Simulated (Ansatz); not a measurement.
# Two-coordinate energy map

CHB₂S (charge +1), closed shell, PBE0-D4/def2-TZVP minimum:

```
5
angstrom
B 0.6173 0.1921 0.7507
C 0.7799 -1.1662 0.8521
B -0.2800 -0.9502 0.0086
S -0.8571 0.8118 -0.2131
H -0.2601 1.1126 -1.3983
```

Rows set the bond length S4–H5 (Å; 1.361 at the minimum), columns the angle H5–S4–B3 (°; 100.2), set in this order; the parts move rigidly, in a bend the first-named atom's side turns in the plane, and in a torsion the whole end group turns. CCSD(T) energies count from the value at that structure, in kcal/mol. Ansatz 0.2.0; basis: def2-TZVPP; cores frozen in the correlated methods.

```json
{"S4–H5 \\ H5–S4–B3": "1.170", "76.2": "22.56", "84.2": "17.15", "92.2": "14.13", "100.2": "13.37", "108.2": "14.69", "116.2": "17.88", "124.2": "22.70"}
{"S4–H5 \\ H5–S4–B3": "1.228", "76.2": "14.72", "84.2": "?", "92.2": "6.36", "100.2": "5.59", "108.2": "6.88", "116.2": "10.03", "124.2": "14.80"}
{"S4–H5 \\ H5–S4–B3": "1.314", "76.2": "9.49", "84.2": "4.23", "92.2": "1.25", "100.2": "0.47", "108.2": "1.71", "116.2": "4.78", "124.2": "9.46"}
{"S4–H5 \\ H5–S4–B3": "1.413", "76.2": "9.74", "84.2": "4.61", "92.2": "1.68", "100.2": "0.87", "108.2": "2.05", "116.2": "5.02", "124.2": "9.57"}
{"S4–H5 \\ H5–S4–B3": "1.524", "76.2": "14.72", "84.2": "9.75", "92.2": "6.87", "100.2": "?", "108.2": "7.14", "116.2": "9.96", "124.2": "14.33"}
{"S4–H5 \\ H5–S4–B3": "1.643", "76.2": "22.88", "84.2": "18.06", "92.2": "15.24", "100.2": "14.40", "108.2": "15.38", "116.2": "18.03", "124.2": "22.16"}
{"S4–H5 \\ H5–S4–B3": "1.769", "76.2": "32.68", "84.2": "28.01", "92.2": "25.26", "100.2": "24.39", "108.2": "25.25", "116.2": "27.67", "124.2": "31.49"}
```

(1) Fill in the withheld cells. (To be estimated.)

The T1 diagnostic stays at or below 0.037. The T1 diagnostic is large here, which may signal multireference character or strong orbital relaxation, so CCSD(T) is less sure. The restricted Hartree–Fock reference is unstable towards an unrestricted one here. A large double-excitation amplitude points to some diradical character; no triplet was computed.

## Answers

(1) Computed: (1.228, 84.2): 9.37; (1.524, 100.2): 6.05 kcal/mol. These count from the CCSD(T) energy at the PBE0-D4 minimum.

The same grid for a cheaper method: PBE-D4 − CCSD(T), both counted from the minimum, in kcal/mol:
```
S4–H5 \ H5–S4–B3   76.2   84.2   92.2  100.2  108.2  116.2  124.2
           1.170   1.70   1.89   1.94   1.87   1.72   1.48   1.14
           1.228   1.23   1.40   1.41   1.33   1.16   0.91   0.57
           1.314   0.52   0.64   0.60   0.47   0.27   0.00  -0.34
           1.413  -0.27  -0.23  -0.34  -0.53  -0.77  -1.07  -1.42
           1.524  -1.09  -1.14  -1.35  -1.63  -1.92  -2.25  -2.61
           1.643  -1.82  -2.01  -2.33  -2.69  -3.04  -3.40  -3.77
           1.769  -2.45  -2.78  -3.22  -3.65  -4.05  -4.43  -4.80
```

For scale, one of the runs: CCSD(T)/def2-TZVPP, 149 basis functions (an equivalent command: `ansatz run in.yaml --threads 2`). Time: 20 s of wall clock on 2 CPU threads; the host was shared. Peak host memory: 0.9 GiB.
